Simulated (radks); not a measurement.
Neutral arsenic inside a hard spherical wall (all orbitals vanish at R), configuration held at [Ar] 3d10 4s2 4p3 and not refilled when levels cross. Method: scalar-relativistic Kohn-Sham, r2SCAN, spin-polarised, spherical densities, finite nucleus; open shells are filled with parallel spins first; meta-GGA in the generalised Kohn-Sham scheme; Fermi nuclear charge, rms radius 4.0968 fm; computed with a radial shooting solver on a logarithmic mesh with Libxc functionals. Eigenvalues in eV for spin up, with the zero of energy where the potential of the charges vanishes at infinity; a dash marks a level that is unbound or too diffuse for the functional's potential to be trusted. A positive occupied level is held by the wall or, in an anion where self-interaction has pushed it up, behind a barrier. The pressure on the wall is -dE/dV.

| R (bohr) | E (hartree) | kinetic (hartree) | e(3p) | e(3d) | e(4s) | e(4p) | e(5s, empty) | e(5p, empty) | pressure (GPa) |
|---|---|---|---|---|---|---|---|---|---|
| free | -2261.24757 | 2304.844 | -136.91 | -41.259 | -16.028 | -6.310 | - | - | 0 |
| 20 | -2261.24757 | 2304.844 | -136.91 | -41.259 | -16.028 | -6.310 | - | - | < 0.0001 |
| 15 | -2261.24757 | 2304.844 | -136.91 | -41.259 | -16.028 | -6.310 | 0.088 | 1.029 | < 0.0001 |
| 10 | -2261.24749 | 2304.845 | -136.90 | -41.251 | -16.021 | -6.304 | 0.738 | 2.687 | 0.00236 |
| 7 | -2261.24306 | 2304.883 | -136.65 | -40.997 | -15.838 | -6.108 | 3.135 | 7.117 | 0.298 |
| 6 | -2261.22965 | 2304.974 | -136.14 | -40.497 | -15.491 | -5.704 | 5.764 | 11.041 | 1.62 |
| 5 | -2261.17477 | 2305.287 | -134.75 | -39.135 | -14.548 | -4.526 | 11.688 | 18.862 | 9.69 |
| 4 | -2260.93626 | 2306.388 | -131.12 | -35.585 | -11.850 | -0.986 | 26.537 | 36.622 | 68.4 |
| 3 | -2259.77031 | 2310.673 | -121.84 | -26.593 | -2.655 | 10.892 | 69.830 | 84.661 | 637 |
| 2.5 | -2257.75111 | 2317.248 | -112.14 | -17.166 | 10.627 | 27.210 | 123.32 | 141.49 | 2390 |
| 1.5 | -2230.96458 | 2395.907 | -48.782 | 49.425 | 155.93 | 186.23 | 544.29 | 563.16 | 84200 |
